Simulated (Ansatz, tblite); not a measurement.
Cost and result up the ladder for the cluster Si₂Ge (3 atoms). The state is a singlet with charge 0. Geometry: PBE0-D4/def2-TZVP.

```xyz
3

Si    0.3319   -0.2321    1.0401
Si    1.0376   -0.5022   -0.9963
Ge   -1.3695    0.7343   -0.0437
```

Ansatz on 4 threads of Arm Neoverse V2 on a shared host; xTB runs through tblite on one thread. Times are rough, summed over both states, and most runs start from the orbitals of an earlier one. ωB97M-V/def2-TZVP serves as the yardstick here, not as an exact answer. The other state is a quintet at its own geometry, which has other bonds, so the gap mixes isomer and spin.

The xTB rows come from tblite. LC-ωPBE has ω = 0.4 bohr⁻¹. HSE06 is defined as in plane-wave codes, on full-range PBE exchange. Correlated methods freeze 19 core orbitals; core or outer-core shells of Ge are correlated, in sets that lack core-valence functions. In CCSD on the charge 0 quintet the largest single amplitude is 0.18, so its Hartree–Fock determinant may place the open shell otherwise than the density functionals do. The order of the spin states hangs on the level: the triplet lies 0.06 eV below the singlet at PBE0-D4/def2-TZVP, but 0.03 eV above it at PBE-D4/def2-TZVP. At PBE0-D4/def2-TZVP a triplet of charge 0 lies 2.05 eV below the quintet, each at its own geometry. The structure comes from a short search, and lower isomers may exist.

Run but left out: HF/def2-TZVP, HF/def2-TZVPP, B2PLYP/def2-TZVP (singlet: restricted singlet, unstable towards broken spin symmetry); MP2/def2-TZVP, MP2/def2-TZVPP (quintet: ⟨S²⟩ 6.46, where a pure state has 6.00).

Correlated methods converge slowly with the basis.

xTB has no spin-polarisation term.

```tsv
level	functions	wall time	quintet − singlet (eV)	difference from ωB97M-V/def2-TZVP (eV)	remarks
GFN1-xTB	27	0.005 s	1.95	-0.36	–
GFN2-xTB	27	0.013 s	2.23	-0.08	–
PBE-D4/def2-TZVP	122	3.5 s	2.16	-0.15	–
RPA@PBE/def2-TZVP	122	3.6 s	2.28	-0.03	–
LC-ωPBE/def2-TZVP	122	5 s	1.73	-0.58	spin-contaminated (⟨S²⟩ 6.23) (quintet)
HSE06-D4/def2-TZVP	122	5.2 s	1.99	-0.32	–
r2SCAN-D4/def2-TZVP (with forces)	122	10 s	1.95	-0.36	–
CCSD(T)/def2-TZVPP	132	14 s	2.23	-0.08	large T1 (0.024) (singlet), restricted SCF unstable (singlet), spin-contaminated (⟨S²⟩ 6.46) (quintet)
ωB97M-V/def2-TZVP	122	21 s	2.31	0.00	–
```
